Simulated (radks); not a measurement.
The numbers below are computed, except where a source is named.
The table gives one normalised radial function P(r) = r R(r) (large component) of Re2+ in [Xe] 4f14 5d3.5 6p1.5 (r in bohr). Level of theory: Dirac Kohn-Sham, PBEsol, spin-unpolarised, spherical densities, point nucleus; open shells are shared between the two j in proportion to 2j + 1 (a radial shooting solver on a logarithmic mesh with Libxc functionals).

r           P
0.00091    0.0009
0.001059   0.0013
0.001243   0.0017
0.001447   0.0023
0.001685   0.0030
0.001961   0.0040
0.002283   0.0052
0.002658   0.0069
0.003095   0.0091
0.003603   0.0120
0.004228   0.0159
0.004922   0.0208
0.00573    0.0270
0.00667    0.0349
0.007765   0.0448
0.00904    0.0571
0.01052    0.0721
0.01225    0.0903
0.01438    0.1128
0.01674    0.1375
0.01949    0.1646
0.02268    0.1932
0.02641    0.2209
0.03074    0.2448
0.03579    0.2606
0.04167    0.2627
0.04889    0.2439
0.05692    0.2001
0.06627    0.1278
0.07714    0.0280
0.08981   -0.0914
0.1046    -0.2146
0.1217    -0.3173
0.1417    -0.3708
0.1663    -0.3454
0.1936    -0.2297
0.2254    -0.0348
0.2623     0.2011
0.3054     0.4166
0.3556     0.5424
0.4139     0.5255
0.4819     0.3497
0.5655     0.0259
0.6583    -0.3435
0.7664    -0.6896
0.8922    -0.9403
1.039     -1.0527
1.209     -1.0225
1.408     -0.8799
1.639     -0.6758
1.923     -0.4527
2.239     -0.2740
2.606     -0.1459
3.034     -0.0674
3.532     -0.0265
4.112     -0.0086
4.787     -0.0022
5.573     -0.0005
6.54      -0.0001
7.613     0.0000
8.863     0.0000
10.32     0.0000

Which n and l does it have? It may be an empty orbital.

Answer. n = 5, l = 1: the number of nodes gives n - l - 1 = 3, the rise at small r points to l (this Dirac orbital starts as r^gamma with gamma = sqrt((l + 1)^2 - (Z/c)^2) = 1.92; the j = 3/2 orbital of l + 1 starts with the same power, but with a smaller coefficient, and then steepens), and the extent must fit the shell. The curve is that of 5p3/2; the two j differ most near the nucleus, where j = l - 1/2 has the larger amplitude, and in heavy atoms j = l - 1/2 is also the more compact. 5p3/2: eigenvalue -67.121 eV, 3 radial nodes at r = 0.0801, 0.231, 0.572 bohr, <r> = 1.22 bohr, 90 % of the charge inside 1.78 bohr.
